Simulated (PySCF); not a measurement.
**MoSe from Hartree–Fock to correlated methods**

State: ⁵Π (quintet), unpaired electrons σ ↑, π ↑, δ ↑↑. Set-up: Mo x2c-TZVPPall, Se x2c-TZVPPall; spin-free X2C with a Gaussian nucleus (PySCF 2.14). De refers to Mo (4d5 5s1) + Se in their high-spin ground configurations, without counterpoise correction. The functionals are run spin-unrestricted. A positive dipole means Mo(−)Se(+). Levels whose curve was spin-contaminated or gave no clean fit are not listed.

| Level | Re (Å) | ωe (cm⁻¹) | De (eV) | μ (D) |
| --- | --- | --- | --- | --- |
| ROHF | 2.281 | 354 | n/a | -7.44 |
| ROHF-MP2 | 2.194 | 412 | n/a | n/a |
| ROHF-SCS-MP2 | 2.211 | 398 | n/a | n/a |
| PBE | 2.268 | 335 | 3.63 | -3.48 |
| PBEsol | 2.246 | 350 | 3.94 | -3.39 |
| PW91 | 2.267 | 336 | 3.67 | -3.45 |

(1) What does second-order correlation do here, going from ROHF to ROHF-MP2?

Correlated steps freeze 23 core orbitals. The metal atom is held in its measured ground configuration; semilocal functionals can put another filling of s and d lower by some tenths of an eV, and De to that atom would be smaller. These are scalar-relativistic numbers at best; spin–orbit coupling would shift them, the dissociation energy most. UHF is strongly spin-contaminated for MoSe, so the ROHF reference used there is far from stable. The state is the lowest single determinant that the PBE0 search found; with open d or f shells the true ground state can be another one.

The whole job (state search and all levels along the bond) took about 16 min on 2 threads of Arm Neoverse V2 (shared host), peak memory 5.6 GiB.

## Answers

(1) ROHF-MP2 less ROHF: -8.7 pm in Re, +16.4 % in ωe. Correlation nearly always deepens the well. The bond shortens, as in weak, metallic or heavy-atom bonds, where dispersion and the correlation of outer-core electrons pull the atoms together.
